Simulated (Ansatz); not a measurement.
Potential energy curve for BH, singlet.

Calculation: full CI/aug-cc-pVDZ, frozen core run with Ansatz (an electronic-structure program).

Q: Relative to R = 1.24 Å, what are the energies at R = 1.56, 2.06, 3.78, 4.41 Å?

A: 50.4 kJ/mol at 1.56 Å, 178.6 kJ/mol at 2.06 Å, 330.2 kJ/mol at 3.78 Å, 333.7 kJ/mol at 4.41 Å.
